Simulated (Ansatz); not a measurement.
Species: fluoro(triiodo)germane, sum formula GeI₃F, net charge 0, singlet state. 
Coordinates optimised at B3LYP-D3(BJ)/def2-TZVP (Ansatz, an electronic-structure program):
SMILES: [F][Ge]([I])([I])[I]
```xyz
5

F      0.0793    -0.0968     2.2189
Ge     0.0172    -0.0210     0.4816
I      2.1808    -0.9912    -0.3445
I     -1.9724    -1.3861    -0.2132
I     -0.2323     2.4064    -0.1099
```
Charge 0, spin multiplicity 1.

Parts of the frozen-core correlation energy in def2-QZVPP (Ansatz, hartree). Frozen orbitals: 42; correlated occupied orbitals by spin: 16 and 16; virtual: 334 and 334. No spin-orbit coupling. In def2 rows, elements after Kr have scalar-relativistic effective core potentials.

```
term                             value
-------------------------  -----------
reference (HF)             -3065.05211
MP2 opposite-spin                    ?
MP2 same-spin                        ?
CCSD correlation              -0.89101
(T)                                  ?
T1 diagnostic                    0.012
largest doubles amplitude        0.031
```

Question: Some entries are withheld; supply them.

Answer: 
- MP2 opposite-spin, value: -0.64769
- MP2 same-spin, value: -0.21164
- (T), value: -0.04174
